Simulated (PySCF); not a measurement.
**WF₂ + WCl₂ → 2 WFCl**

Level: PBE0 in the def2-TZVP basis family, computed in PySCF with density fitting; scalar-relativistic core potentials for atoms from Rb on, none lighter, no spin–orbit coupling; open shells unrestricted.

| species | state and structure | E (Eh) | ZPE (kJ/mol) | H(298 K) − H(0) (kJ/mol) | S° (J/(mol K)) |
| --- | --- | --- | --- | --- | --- |
| WF₂ | quintet, C2v, W–F 1.882 Å (×2); F–W–F 140.9° | -266.67975 | 8.6 | 12.4 | 299.2 |
| WCl₂ | quintet, C2v, W–Cl 2.267 Å (×2); Cl–W–Cl 141.3° | -987.23973 | 5.1 | 13.7 | 322.9 |
| WFCl | quintet, Cs, W–Cl 2.272 Å, W–F 1.879 Å; Cl–W–F 140.2° | -626.95927 | 6.9 | 13.1 | 316.7 |

Q: What is the electronic reaction energy?

A: At PBE0/def2-TZVP, ΔE = 2.5 kJ/mol from the differences of the total energies times 2625.5, uphill. Ligand scrambling is nearly thermoneutral, as expected when bond energies add up.

Q: Add zero-point, thermal and entropy terms for 298.15 K and 1 bar.

A: ΔZPE = 0.1 and Δ[H(298) − H(0)] = 0.1 kJ/mol give ΔH° = 2.7 kJ/mol. ΔS° = 11.3 J/(mol K), so ΔG° = 2.7 − 298.15 × (0.0113) = -1 kJ/mol and log₁₀K = 0.1.

Spin–orbit coupling can matter for WF₂, WCl₂, WFCl and is left out. Open d or f shells are single determinants, so the state found may not be the ground state. The structures come from searches over a few start shapes, so lower isomers are not excluded.
